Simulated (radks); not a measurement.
The numbers below are computed, except where a source is named.
The mean radii <r> (bohr) of the occupied orbitals of an atom or ion are listed with their occupations. Level of theory: scalar-relativistic Kohn-Sham, LDA (Slater exchange, Perdew-Wang correlation), spin-polarised, spherical densities, finite nucleus; Fermi nuclear charge, rms radius of each element as measured or else 0.836 A^(1/3) + 0.57 fm (a radial shooting solver on a logarithmic mesh with Libxc functionals).

orbital  occ.      <r>
1s up       1  0.01774
1s down     1  0.01774
2s up       1  0.07401
2s down     1  0.07400
2p up       3  0.06623
2p down     3  0.06622
3s up       1   0.1780
3s down     1   0.1780
3p up       1   0.1748

Name the element and its charge. Open shells, if any, are filled with parallel spins first.

Answer. Z = 76, osmium, charge +63: Os63+ in [Ne] 3s2 3p1. The 1s radius gives Z: for a bare nucleus <r> = (2 gamma + 1)/(2Z) with gamma = sqrt(1 - (Z/c)^2), 0.01753 bohr for Z = 76, and screening makes it slightly larger (0.01774 here). The occupations add up to 13, and the charge is Z minus that.
